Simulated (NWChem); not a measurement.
## Basis-set convergence for F2Sn

```xyz
3

Sn     0.0000     0.0000    -0.3472
F      1.4752     0.0000     0.9644
F     -1.4752     0.0000     0.9644
```
Charge 0, spin multiplicity 1.

Everything below was run with NWChem. The geometry was optimised at PBE/def2-SVP with def2 effective core potentials on Sn, a minimum by its harmonic frequencies.

Quantity: first vertical ionisation energy at the level G0W0@PBE.

Effective core potentials replace the inner electrons of Sn; spin-orbit coupling is left out. GW and range-separated runs recompute their integrals, the others keep them in memory, which bears on the times. The structure started from a generated list of species.

Relative cost: rough, from shared machines, SCF included, def2-SVP = 1.

| basis | functions | first vertical ionisation energy (eV) | relative cost |
|---|---|---|---|
| def2-SVP | 54 | 9.99 | 1 |
| def2-SVPD | 78 | 10.39 | under 3 |
| def2-TZVPP | 112 | 10.75 | 5 |
| def2-TZVP | 112 | 10.75 | 5 |
| def2-TZVPD | 136 | 10.75 | 7 |
| def2-QZVP | 196 | 10.96 | 40 |

Smallest basis within 0.05 eV of def2-QZVP, the largest set run: no smaller one. def2-QZVP isn't the basis-set limit itself, and a small set can land close by cancellation.
